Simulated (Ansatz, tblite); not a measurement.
Isomers of PbS₂ (singlet), found by a short tight-binding search and relaxed with PBE-D4/def2-TZVP in Ansatz.

In the def2 sets Pb takes a core potential; there is no spin–orbit coupling. The xTB rows come from tblite. LC-ωPBE has ω = 0.4 bohr⁻¹. Correlated methods freeze 14 core orbitals; core or outer-core shells of Pb are correlated, in sets that lack core-valence functions.

Run but left out: HF/def2-TZVPP (B: restricted singlet, unstable towards broken spin symmetry).

B: The restricted singlet is unstable towards broken spin symmetry in Hartree–Fock (as tested in another run); at LDA (SPW92)/def2-TZVP, PBE-D4/def2-TZVP, r2SCAN-D4/def2-TZVP, PBE0-D4/def2-TZVP and others this wasn't settled. At CCSD(T)/def2-TZVPP T1 of the charge 0 singlet is large (up to 0.035), so the single-reference result is doubtful. At CCSD(T)/def2-TZVPP the restricted singlet (for correlated methods, its reference) is unstable: a solution with broken spin symmetry lies lower.

Other spin states were run for one of them alone.

A:

Cartesian coordinates in Å:
```
Pb 0.715 -1.110 -0.734
S 0.055 0.198 1.308
S -0.770 0.912 -0.574
```

B:

```xyz
3

Pb    1.085    0.446    1.887
S    -0.066   -0.027   -0.116
S    -1.018   -0.418   -1.771
```

Problem. Estimate which lies lowest at each level, and how far above it the others are (eV).

Solution. 
```tsv
level	A	B
GFN1-xTB	0.00	1.59
GFN2-xTB	0.00	1.19
LDA (SPW92)/def2-TZVP	0.00	1.08
PBE-D4/def2-TZVP	0.00	1.10
r2SCAN-D4/def2-TZVP	0.00	1.20
PBE0-D4/def2-TZVP	0.00	1.41
LC-ωPBE/def2-TZVP	0.00	1.95
MP2/def2-TZVPP	0.00	1.26
CCSD/def2-TZVPP	0.00	1.63
CCSD(T)/def2-TZVPP	0.00	1.34
```
Point groups (tolerance 0.1 Å): A C2v, B C∞v. Lower isomers may exist.
